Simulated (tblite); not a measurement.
C5H7S2 (charge -1).
Z-matrix (Å and degrees, GFN2-xTB geometry), rows numbered from 1:
```
C 
C   1  1.5029
S   2  1.6680  1  118.83
C   2  1.4557  1  117.72  3   171.53
S   4  1.7805  2   88.63  1    84.39
C   4  1.4945  2  129.05  1   -54.87
C   4  1.4863  2  128.83  1  -136.12
H   1  1.0890  2  110.36  3    45.06
H   1  1.0888  2  110.99  3   166.54
H   1  1.0941  2  108.78  3   -73.34
H   6  1.0830  4  118.37  7   108.03
H   6  1.0817  4  118.17  7  -107.42
H   7  1.0810  4  118.29  6   107.69
H   7  1.0820  4  117.48  6  -108.69
```

Computed values, GFN2-xTB/tblite, gas phase, harmonic and unscaled. The method is semi-empirical: single wavenumbers can be off by several per cent or more. One conformer, not necessarily the lowest.

Harmonic wavenumbers (cm⁻¹): 85.9, 112.3, 150.4, 189.5, 207.4, 269.5, 322.1, 384.9, 460.2, 573.6, 693.6, 799.7, 885.3, 901.4, 960.9, 1006.7, 1014.8, 1040.8, 1070.4, 1077.0, 1140.0, 1164.8, 1208.5, 1382.5, 1418.2, 1428.6, 1470.2, 1484.7, 1494.3, 2939.5, 3010.2, 3011.7, 3035.0, 3050.7, 3058.7, 3073.6.

A = 2319, B = 1534, C = 1344 MHz; mass 130.999 u (most abundant isotopes); point group C1, symmetry number 1.

Question: Zero-point energy?

Answer: ½Σν̃ = 22789 cm⁻¹ = 65.16 kcal/mol.

Question: Give the ideal-gas entropy at 273.15 K and 1 bar in the rigid-rotor, harmonic-oscillator model (classical rotation).

Answer: Translation 40.11, rotation 28.34, vibration 18.78: S = 87.2 cal/(mol K).

Question: And Cp and H(273.15 K) − H(0)?

Answer: Cp = 28.73 cal/(mol K), of which vibrations give 20.78 (their classical limit is 36 R = 71.5); H(273.15 K) − H(0) = 5.05 kcal/mol without the zero-point energy, 2.88 from vibrations.

Question: Which modes carry the vibrational entropy at 273.15 K?

Answer: 85.9 cm⁻¹: 3.58; 112.3 cm⁻¹: 3.06; 150.4 cm⁻¹: 2.50; 189.5 cm⁻¹: 2.07; 207.4 cm⁻¹: 1.91; 269.5 cm⁻¹: 1.45 cal/(mol K); the other 30 give 4.21 together.

Question: How do the functions run with temperature in this model?

Answer: 
```
T (K)  S (cal/(mol K))  Cp (cal/(mol K))  H − H(0) (kcal/mol)  G − H(0) (kcal/mol)  ln q(vib)
  100             65.5              16.2                 1.13                -5.42       0.84
  200             79.1              23.6                 3.14               -12.69       2.72
  300             90.0              30.7                 5.85               -21.16       4.67
  500            108.9              43.7                13.35               -41.10       8.50
  800            132.4              55.9                28.47               -77.41      13.95
 1000            145.4              61.2                40.21              -105.22      17.31
```

q(vib) and H(0) count from the zero-point level.

Hindered rotation and anharmonicity are outside this model. Other conformers, if any are populated, would add a mixing term that is left out. The structure is chiral; the term R ln 2 for an equal mix with its mirror image is left out.
